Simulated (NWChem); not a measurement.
System: CBr3F; SMILES BrC(Br)(F)Br

Input file for NWChem:

```
start job
memory heap 200 mb stack 900 mb global 1100 mb
geometry units angstroms noautoz
  F      0.000000     0.000000     1.765625
  C      0.000000     0.000000     0.441353
  Br     1.756799     0.532096    -0.174110
  Br    -1.339208     1.255384    -0.174110
  Br    -0.417591    -1.787480    -0.174110
end
basis spherical
  * library def2-tzvpd
end
dft
  xc xcamb88 1.00 lyp 0.81 vwn_5 0.19 hfexch 1.00
  cam 0.33 cam_alpha 0.19 cam_beta 0.46
  iterations 150
  semidirect filesize 400000000
  mulliken
end
task dft energy
```

Output (shortened):

```
             Northwest Computational Chemistry Package (NWChem) 7.3.0
             --------------------------------------------------------

 C3  symmetry detected

                             Geometry "geometry" -> ""
                             -------------------------

 Output coordinates in angstroms (scale by  1.889725989 to convert to a.u.)

  No.       Tag          Charge          X              Y              Z
 ---- ---------------- ---------- -------------- -------------- --------------
    1 F                    9.0000     0.00000000     0.00000000     1.76348173
    2 C                    6.0000     0.00000000     0.00000000     0.43920973
    3 Br                  35.0000     0.02614057    -1.83542483    -0.17625328
    4 Br                  35.0000     1.57645424     0.94035082    -0.17625328
    5 Br                  35.0000    -1.60259482     0.89507401    -0.17625328

 Effective nuclear repulsion energy (a.u.)     992.6976985236

      Symmetry information
      --------------------

 Group name             C3
 Group number              5
 Group order               3
 No. of unique centers     3

                                 NWChem DFT Module
                                 -----------------

 Summary of "ao basis" -> "ao basis" (spherical)
 ------------------------------------------------------------------------------
       Tag                 Description            Shells   Functions and Types
 ---------------- ------------------------------  ------  ---------------------
 F                         def2-tzvpd               14       40   6s4p3d1f
 C                         def2-tzvpd               13       37   6s3p3d1f
 Br                        def2-tzvpd               19       57   7s6p5d1f

      Symmetry analysis of basis
      --------------------------

        a          88
        e+         80
        e-         80

  Rotation of axis

            General Information
            -------------------
          SCF calculation type: DFT
          Wavefunction type:  closed shell.
          No. of atoms     :     5
          No. of electrons :   120
           Alpha electrons :    60
            Beta electrons :    60
          Charge           :     0
          Spin multiplicity:     1
          Use of symmetry is: on ; symmetry adaption is: on
          Maximum number of iterations: 150
          AO basis - number of functions:   248
                     number of shells:    84
          Convergence on energy requested:  1.00D-06
          Convergence on density requested:  1.00D-05
          Convergence on gradient requested:  5.00D-04

              XC Information
              --------------
                     Hartree-Fock (Exact) Exchange  1.000
                   CAM-Becke88 Exchange Functional  1.000
                      VWN V Correlation Functional  0.190 local
              Lee-Yang-Parr Correlation Functional  0.810

           Range-Separation Parameters
           ---------------------------
           Alpha           :  0.19
           Beta            :  0.46
           Gamma           :  0.33
           Short-Range HF  :     F

             Grid Information
             ----------------
          Grid used for XC integration:  medium
          Radial quadrature: Mura-Knowles
          Angular quadrature: Lebedev.
          Tag              B.-S. Rad. Rad. Pts. Rad. Cut. Ang. Pts.
          ---              ---------- --------- --------- ---------
          F                   0.50       49          12.0       434
          C                   0.70       49          12.0       434
          Br                  1.15      112          14.0       590
          Grid pruning is: on
          Number of quadrature shells:   210
          Spatial weights used:  Erf1

      Superposition of Atomic Density Guess
      -------------------------------------

 Sum of atomic energies:       -7854.28757124

      Non-variational initial energy
      ------------------------------

 Total energy =   -7855.431199
 1-e energy   =  -12919.650127
 2-e energy   =    4071.521230
 HOMO         =      -0.341279
 LUMO         =      -0.039627

      Symmetry analysis of molecular orbitals - initial
      -------------------------------------------------

  Numbering of irreducible representations:

     1 a           2 e+          3 e-

  Orbital symmetries:

     1 e+          2 e+          3 a           4 a           5 e+
     6 e+          7 a           8 e+          9 e+         10 a
    11 e+         12 e+         13 a          14 e+         15 e+
    16 a          17 a          18 a          19 e+         20 e+
    21 a          22 e+         23 e+         24 e+         25 e+
    26 a          27 a          28 e+         29 e+         30 a
    31 e+         32 e+         33 a          34 e+         35 e+
    36 e+         37 e+         38 a          39 a          40 e+
    41 e+         42 e+         43 e+         44 a          45 a
    46 a          47 e+         48 e+         49 a          50 e+
    51 e+         52 a          53 e+         54 e+         55 a
    56 e+         57 e+         58 e+         59 e+         60 a
    61 a          62 e+         63 e+         64 a          65 a
    66 e+         67 e+         68 e+         69 e+         70 a

     ---------------------------------------------
      Total Density - Mulliken Population Analysis
     ---------------------------------------------

    Atom       Charge   Shell Charges
 -----------   ------   -------------------------------------------------------
    1 F    9     9.32   0.77  1.20  0.61  1.00  0.31 -0.01  2.31  2.29  0.81  0.01  0.00  0.01  0.01  0.00
    2 C    6     4.64   0.85  1.13  0.44  0.66 -0.14  0.00  0.63  0.89 -0.02  0.03  0.18 -0.02  0.01
    3 Br  35    35.35   2.00  2.00  1.16  0.77  1.00  1.03  0.07  6.00  5.94  1.28  2.83  1.19  0.02  8.98  1.03 -0.02  0.04 -0.00  0.00
    4 Br  35    35.35   2.00  2.00  1.16  0.77  1.00  1.03  0.07  6.00  5.94  1.28  2.83  1.19  0.02  8.98  1.03 -0.02  0.04 -0.00  0.00
    5 Br  35    35.35   2.00  2.00  1.16  0.77  1.00  1.03  0.07  6.00  5.94  1.28  2.83  1.19  0.02  8.98  1.03 -0.02  0.04 -0.00  0.00

   convergence    iter        energy       DeltaE   RMS-Dens  Diis-err
 ---------------- ----- ----------------- --------- --------- ---------
 d= 0,ls=0.0,diis     1  -7860.5295214253 -8.85D+03  6.08D-03  3.16D+00
 d= 0,ls=0.0,diis     2  -7860.1790205230  3.51D-01  4.20D-03  6.26D+00
 d= 0,ls=0.0,diis     3  -7860.7738561521 -5.95D-01  6.42D-04  7.74D-02
 d= 0,ls=0.0,diis     4  -7860.7828660331 -9.01D-03  1.74D-04  5.27D-03
 d= 0,ls=0.0,diis     5  -7860.7834348006 -5.69D-04  3.98D-05  9.62D-04
  Resetting Diis
 d= 0,ls=0.0,diis     6  -7860.7835035297 -6.87D-05  1.64D-05  2.35D-05
 d= 0,ls=0.0,diis     7  -7860.7835068820 -3.35D-06  6.22D-06  2.13D-06
 d= 0,ls=0.0,diis     8  -7860.7835070426 -1.61D-07  2.47D-06  2.08D-06

         Total DFT energy =    -7860.783507042604
      One electron energy =   -12917.138006759556
           Coulomb energy =     4353.809074739414
    Exchange-Corr. energy =     -290.152273546069
 Nuclear repulsion energy =      992.697698523610

 Numeric. integr. density =      119.999998624774

                  Occupations of the irreducible representations
                  ----------------------------------------------

                     irrep           alpha         beta
                     --------     --------     --------
                     a                22.0         22.0
                     e+               38.0         38.0
                     e-                0.0          0.0

                       DFT Final Molecular Orbital Analysis
                       ------------------------------------

 Vector   58  Occ=2.000000D+00  E=-3.695329D-01  Symmetry=e+
              MO Center= -5.2D-01, -1.4D-01, -1.2D-01, r^2= 4.6D+00
   Bfn.  Coefficient  Atom+Function         Bfn.  Coefficient  Atom+Function
  ----- ------------  ---------------      ----- ------------  ---------------
   210      0.316055  5 Br pz                96     -0.269917  3 Br pz
   204     -0.218557  5 Br pz               207      0.203479  5 Br pz
   213      0.189871  5 Br pz                90      0.186652  3 Br pz
    93     -0.173775  3 Br pz                99     -0.162157  3 Br pz
    95      0.156409  3 Br py               209      0.153347  5 Br py

 Vector   59  Occ=2.000000D+00  E=-3.695329D-01  Symmetry=e+
              MO Center=  5.2D-01,  1.4D-01, -1.2D-01, r^2= 4.6D+00
   Bfn.  Coefficient  Atom+Function         Bfn.  Coefficient  Atom+Function
  ----- ------------  ---------------      ----- ------------  ---------------
   153      0.338311  4 Br pz               147     -0.233948  4 Br pz
   150      0.217808  4 Br pz                96     -0.209113  3 Br pz
   156      0.203244  4 Br pz               151      0.156952  4 Br px
   208      0.152261  5 Br px                94      0.149199  3 Br px
    90      0.144604  3 Br pz                93     -0.134628  3 Br pz

 Vector   60  Occ=2.000000D+00  E=-3.549619D-01  Symmetry=a
              MO Center=  5.7D-14,  1.6D-13, -1.7D-01, r^2= 5.0D+00
   Bfn.  Coefficient  Atom+Function         Bfn.  Coefficient  Atom+Function
  ----- ------------  ---------------      ----- ------------  ---------------
    94      0.322800  3 Br px               209     -0.281850  5 Br py
   152      0.277257  4 Br py                88     -0.224207  3 Br px
    91      0.210128  3 Br px                97      0.201708  3 Br px
   203      0.195765  5 Br py               146     -0.192572  4 Br py
   206     -0.183473  5 Br py               149      0.180479  4 Br py

 Vector   61  Occ=0.000000D+00  E=-4.474769D-02  Symmetry=a
              MO Center= -2.1D-13,  7.0D-14, -1.8D-01, r^2= 6.2D+00
   Bfn.  Coefficient  Atom+Function         Bfn.  Coefficient  Atom+Function
  ----- ------------  ---------------      ----- ------------  ---------------
    44      0.561037  2 C  s                 46      0.361763  2 C  s
    43      0.266171  2 C  s                 45      0.237961  2 C  s
    98     -0.229790  3 Br py                 6     -0.221426  1 F  s
    95     -0.215262  3 Br py               211     -0.200639  5 Br px
   154      0.197369  4 Br px               208     -0.187956  5 Br px

 Vector   62  Occ=0.000000D+00  E= 1.040004D-02  Symmetry=e+
              MO Center= -1.1D+00,  1.3D-01, -2.8D-01, r^2= 1.0D+01
   Bfn.  Coefficient  Atom+Function         Bfn.  Coefficient  Atom+Function
  ----- ------------  ---------------      ----- ------------  ---------------
   198      0.609753  5 Br s                214      0.571613  5 Br px
   101     -0.437726  3 Br py                84     -0.409574  3 Br s
   211      0.356516  5 Br px                53      0.329202  2 C  px
   215     -0.312063  5 Br py                54     -0.280177  2 C  py
    98     -0.270838  3 Br py                47      0.259058  2 C  px

 Vector   63  Occ=0.000000D+00  E= 1.040004D-02  Symmetry=e+
              MO Center=  1.1D+00, -1.3D-01, -2.8D-01, r^2= 1.0D+01
   Bfn.  Coefficient  Atom+Function         Bfn.  Coefficient  Atom+Function
  ----- ------------  ---------------      ----- ------------  ---------------
   141      0.588509  4 Br s                157     -0.545120  4 Br px
   101     -0.499062  3 Br py                84     -0.467615  3 Br s
   154     -0.342600  4 Br px                54     -0.329202  2 C  py
   158     -0.313050  4 Br py                98     -0.308030  3 Br py
    53     -0.280177  2 C  px                48     -0.259058  2 C  py

     ---------------------------------------------
      Total Density - Mulliken Population Analysis
     ---------------------------------------------

    Atom       Charge   Shell Charges
 -----------   ------   -------------------------------------------------------
    1 F    9     9.14   0.77  1.20  0.62  0.96  0.38 -0.00  2.29  2.08  0.80  0.02  0.00  0.02  0.00  0.00
    2 C    6     5.73   0.85  1.12  0.53  0.75 -0.19  0.02  1.11  1.16  0.04  0.04  0.25  0.04  0.02
    3 Br  35    35.04   2.00  2.01  1.16  0.77  1.08  0.94  0.05  6.00  5.92  1.38  2.58  1.10  0.02  8.94  1.03  0.04  0.04 -0.00  0.01
    4 Br  35    35.04   2.00  2.01  1.16  0.77  1.08  0.94  0.05  6.00  5.92  1.38  2.58  1.10  0.02  8.94  1.03  0.04  0.04 -0.00  0.01
    5 Br  35    35.04   2.00  2.01  1.16  0.77  1.08  0.94  0.05  6.00  5.92  1.38  2.58  1.10  0.02  8.94  1.03  0.04  0.04 -0.00  0.01

     -------------------------------------------
      Total Density - Lowdin Population Analysis
     -------------------------------------------

    Atom       Charge   Shell Charges
 -----------   ------   -------------------------------------------------------
    1 F    9     9.14   0.86  1.10  0.58  0.64  0.30  0.09  2.14  2.07  0.82  0.21  0.00  0.03  0.29  0.00
    2 C    6     7.76   0.91  1.04  0.37  0.29  0.15  0.11  0.97  1.16  0.64  0.05  0.76  1.20  0.12
    3 Br  35    34.37   2.00  2.00  1.15  0.82  0.75  0.60  0.15  5.98  5.65  1.64  2.23  0.99  0.13  8.53  1.23  0.24  0.09  0.18  0.01
    4 Br  35    34.37   2.00  2.00  1.15  0.82  0.75  0.60  0.15  5.98  5.65  1.64  2.23  0.99  0.13  8.53  1.23  0.24  0.09  0.18  0.01
    5 Br  35    34.37   2.00  2.00  1.15  0.82  0.75  0.60  0.15  5.98  5.65  1.64  2.23  0.99  0.13  8.53  1.23  0.24  0.09  0.18  0.01

     Multipole analysis of the density
     ---------------------------------

     L   x y z        total         alpha         beta         nuclear
     -   - - -        -----         -----         ----         -------
     0   0 0 0     -0.000000    -60.000000    -60.000000    120.000000

     1   1 0 0     -0.000000     -0.000000     -0.000000      0.000000
     1   0 1 0     -0.000000     -0.000000     -0.000000      0.000000
     1   0 0 1     -0.183548     -0.091774     -0.091774      0.000000

     2   2 0 0    -47.233805   -339.472276   -339.472276    631.710747
     2   1 1 0      0.000000      0.000000      0.000000      0.000000
     2   1 0 1      0.000000      0.000000      0.000000      0.000000
     2   0 2 0    -47.233805   -339.472276   -339.472276    631.710747
     2   0 1 1      0.000000      0.000000      0.000000     -0.000000
     2   0 0 2    -49.619756    -82.675563    -82.675563    115.731370
```

Level: CAM-B3LYP/def2-TZVPD. All runs use the structure optimised with PBE0/def2-SVP.
